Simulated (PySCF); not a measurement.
TlBr₂: breathing scan

Method: UPBE0/[Tl def2-SVP with ECP60, Br def2-SVP], scalar-relativistic core potentials, density fitting, no spin–orbit coupling, PySCF.

Rigid scan from the doublet minimum (Tl–Br 2.654 Å (×2); Br–Tl–Br 134.9°). Coordinate: all bonds to the central atom scaled together. Energies in kJ/mol from the minimum.

Task: Predict the curve at 0.88, 0.92, 0.96, 1.00, 1.04, 1.08, 1.14, 1.22, 1.35.

Result: 
```tsv
scale of all bonds to the centre	E (kJ/mol)	dipole size (D)	⟨S²⟩
0.88	103.0	0.94	0.75
0.92	38.6	1.37	0.75
0.96	8.1	1.74	0.76
1.00	0.0	2.06	0.76
1.04	6.0	2.34	0.76
1.08	20.5	2.58	0.76
1.14	49.9	2.90	0.76
1.22	92.7	3.31	0.77
1.35	154.4	4.03	0.77
```

With an element this heavy the missing spin–orbit coupling can shift these numbers.

Other isomers or separated fragments may lie lower.

The scan took 25 s on 2 threads of a shared Arm Neoverse V1 host; the process peaked at 0.9 GiB.
